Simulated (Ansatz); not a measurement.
Consider the substitution at a C–Si bond: `CC[Si]SC` + H₂Te → `CC[TeH]` + `CS[SiH]`.

Gas-phase electronic energies from Ansatz, PBE0-D4/def2-TZVP geometries. CBS: MP2 limit from def2 TZ/QZ plus the TZ coupled-cluster correction, frozen cores. Functionals use def2-TZVPP. Elements past krypton have def2 core potentials. For Te outer-core shells are correlated without core-valence functions, which leaves a few kJ/mol of doubt a bond. One conformer a species, not always the lowest.

```tsv
species	BHLYP energy (Eh)
`CC[Si]SC`	-806.78955
H₂Te	-269.15214
`CC[TeH]`	-347.75546
`CS[SiH]`	-728.18270
```

Q: Work out ΔE.

A: ΔE = (-347.75546) + (-728.18270) − (-806.78955) − (-269.15214) = 0.00353 Eh = +2.2 kcal/mol. CCSD(T)/CBS gives +2.0 kcal/mol.

Q: What do rigid-rotor, harmonic-oscillator terms from PBE0-D4/def2-TZVP frequencies (298.15 K, 1 bar) make of the CCSD(T)/CBS value? (An estimate is asked.)

A: Ansatz gave: ΔZPE = +1.2 kcal/mol, ΔH = +2.6 kcal/mol, ΔS = 12 J/(mol·K), ΔG = +1.7 kcal/mol.

Largest T1 diagnostic among the species: 0.016.

At CCSD(T), def2-SVP lies +2.1 kcal/mol from the extrapolated value and def2-TZVPP +0.9 kcal/mol. The D4 term adds +1.5 kcal/mol with B3LYP and +1.0 kcal/mol with PBE0; it sums over pairs of atoms, weighted by their polarisabilities, and B3LYP, whose exchange is more repulsive, gets the larger term. From BLYP to BHLYP (50 % exact exchange), in def2-TZVPP and without D4, ΔE moves by +1.2 kcal/mol.

B3LYP here is the variant with VWN-RPA as its local correlation; programs differ in this.
